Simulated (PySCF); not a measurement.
## NMR data sheet: C7H10F2Si

| Quantity | Value |
| --- | --- |
| Formula | C7H10F2Si |
| SMILES | C#C[Si@]1(C)C[C@H](C(F)F)C1 |
| InChI | InChI=1S/C7H10F2Si/c1-3-10(2)4-6(5-10)7(8)9/h1,6-7H,4-5H2,2H3/t6-,10+ |
| Point group of the computed structure | Cs |
| Degrees of unsaturation | 3 |
| Carbon signals | 6 |
| Proton signals | 6 |

Numbering as in the mapped SMILES `[CH:1]#[C:2][Si@:3]1([CH3:4])[CH2:5][C@H:6]([CH:7]([F:8])[F:9])[CH2:10]1` (H(Xn): hydrogen on atom n). Ha(C5), Ha(C10) are cis to C7 on the ring; Hb(C5), Hb(C10) are trans to C7 on the ring.

[PySCF 2.14: geometry from GFN2-xTB; shielding tensors at PBE0/pcSseg-1 (GIAO); non-relativistic; averaged over atoms made equivalent by symmetry, fast rotation or ring inversion; no solvent; one conformer]

Chemical shifts δ = σref − σ; 1H and 13C and 29Si vs TMS; CFCl3 for 19F, all at this level.

| carbon | δC, type | δH (multiplicity) | HMBC from (2–3 bonds) | span of the C tensor (ppm) |
| --- | --- | --- | --- | --- |
| C1 | 106.2, CH | 2.20 (s) | – | 237 |
| C2 | 91.5, C | – | H(C1), Hb(C5)/Hb(C10), Ha(C5)/Ha(C10), H(C4) | 297 |
| C4 | 1.0, CH3 | 0.44 (s) | Hb(C5)/Hb(C10), Ha(C5)/Ha(C10) | 15 |
| C5/C10 | 20.0, CH2 | Ha(C5) 1.47 (m); Hb(C5) 1.67 (m) | H(C7), H(C6), Hb(C5)/Hb(C10), Ha(C5)/Ha(C10), H(C4) | 43 |
| C6 | 37.2, CH | 2.60 (m) | H(C7), Hb(C5)/Hb(C10), Ha(C5)/Ha(C10) | 13 |
| C7 | 127.1, CH | 6.30 (m) | H(C6), Hb(C5)/Hb(C10), Ha(C5)/Ha(C10) | 30 |

Other nuclei:
| atoms | nucleus | environment | δ (ppm) | σ (ppm) |
| --- | --- | --- | --- | --- |
| F8/F9 | 19F | fluorine of a CF2 group | -147.2 | 318.1 |
| Si3 | 29Si | silicon bonded to 4 C, in a 4-membered ring | -13.4 | 362.6 |

1. Carbon types of the structure: 1 × C, 3 × CH, 2 × CH2, 1 × CH3, which accounts for all hydrogens.
2. δC 127.1: sp3 CH bonded to 2 F; 2 electronegative neighbours deshield it.
3. δC 106.2: terminal alkyne carbon.
4. δC 91.5: alkyne carbon; sp carbons lie upfield of alkene carbons because the cylindrical π system leaves one tensor component strongly shielded.
5. δH 2.20: hydrogen on a terminal alkyne carbon; it lies on the axis of the triple bond, in its shielding cone.
6. δH 0.44: hydrogen on a methyl carbon bonded to Si; an electropositive neighbour shields it, as in TMS itself.

Splittings by 19F in the carbon and heteronuclear signals aren't shown, as no couplings were computed. Shifts are as computed. Against solution values, carbons near 30 ppm lie about +3 ppm off and those near 130 ppm about +5 ppm. Of 1211 compounds with measured shifts, 218 miss one by over three times the rms of a fit or turn the order of signals round; such compounds aren't used in these exercises. Unscaled 19F shifts against computed CFCl3 carry errors that often reach 10 to 50 ppm. Multiplicities follow the n + 1 count of equivalent neighbours, as no J values were calculated; m marks all less simple cases, F and P coupling included.
